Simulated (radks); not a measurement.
The numbers below are computed, except where a source is named.
The molybdenum ion Mo+ inside a hard spherical wall (all orbitals vanish at R), configuration held at [Kr] 4d5 and not refilled when levels cross. Code: a radial shooting solver on a logarithmic mesh with Libxc functionals. Model: scalar-relativistic Kohn-Sham, LDA (Slater exchange, VWN5 correlation), spin-polarised, spherical densities, finite nucleus; open shells are filled with parallel spins first (spin-orbit coupling, left out, can overturn this in heavy ions); Fermi nuclear charge, rms radius 4.4091 fm. Eigenvalues in eV for spin up, with the zero of energy where the potential of the charges vanishes at infinity; a dash marks a level that is unbound or too diffuse for the functional's potential to be trusted. A positive occupied level is held by the wall or, in an anion where self-interaction has pushed it up, behind a barrier. The pressure on the wall is -dE/dV.

R (bohr),E (hartree),kinetic (hartree),e(3d),e(4s),e(4p),e(4d),"e(5s, empty)","e(5p, empty)",pressure (GPa)
free,-4044.24654,4168.604,-227.76,-71.967,-46.269,-11.553,-10.682,-6.381,0
20,-4044.24654,4168.604,-227.76,-71.967,-46.269,-11.553,-10.682,-6.381,< 0.0001
12,-4044.24654,4168.604,-227.76,-71.967,-46.269,-11.553,-10.682,-6.378,< 0.0001
6,-4044.23962,4168.661,-227.38,-71.628,-45.944,-11.253,-10.103,-4.982,0.709
4,-4044.08497,4169.471,-223.72,-68.564,-43.043,-8.183,-3.469,4.897,38.3
2.5,-4041.71080,4179.854,-202.21,-53.024,-27.257,12.203,48.817,67.304,2080
2,-4036.01593,4201.971,-174.10,-31.483,-3.409,42.418,128.86,153.94,12200
